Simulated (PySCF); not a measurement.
C2H6O2SSi, SMILES SC[SiH2]C(O)=O, GFN2-xTB optimised geometry.

```
12

O      2.46     0.40     0.00
C      1.26     0.40     0.00
O      0.54     1.53     0.00
Si     0.12    -1.14     0.06
C     -1.30    -0.87    -1.18
S     -2.46    -2.28    -1.14
H      1.12     2.32     0.01
H      0.92    -2.32    -0.32
H     -0.42    -1.25     1.41
H     -0.97    -0.75    -2.22
H     -1.90    -0.01    -0.92
H     -1.58    -3.23    -1.47
```

Density from PySCF with B3LYP/def2-TZVP at that geometry.

Minimum of the electron density along straight lines between bonded atoms, close to the bond critical point (lines longer than 1.1 times the sum of covalent radii, or with two minima, are not listed):

```csv
bond,length / Å,ρ at the minimum / e bohr⁻³,∇²ρ there / e bohr⁻⁵,position (fraction from the first atom)
O1–C2,1.203,[?],-0.20,0.66
C2–O3,1.339,0.308,-0.60,0.34
C2–Si4,1.918,0.115,0.17,0.62
Si4–C5,1.904,0.117,[?],0.39
C5–S6,1.830,0.173,-0.26,0.47
O3–H7,0.974,[?],-2.34,0.80
Si4–H8,1.464,0.127,0.16,0.49
Si4–H9,1.463,0.127,0.17,0.49
C5–H10,1.090,0.280,-0.96,0.64
C5–H11,1.089,0.280,-0.96,0.65
S6–H12,1.331,0.222,-0.67,0.63
```

Question: What belongs in the gaps?

Answer: 
- O1–C2, ρ at the minimum / e bohr⁻³: 0.432
- Si4–C5, ∇²ρ there / e bohr⁻⁵: 0.14
- O3–H7, ρ at the minimum / e bohr⁻³: 0.348
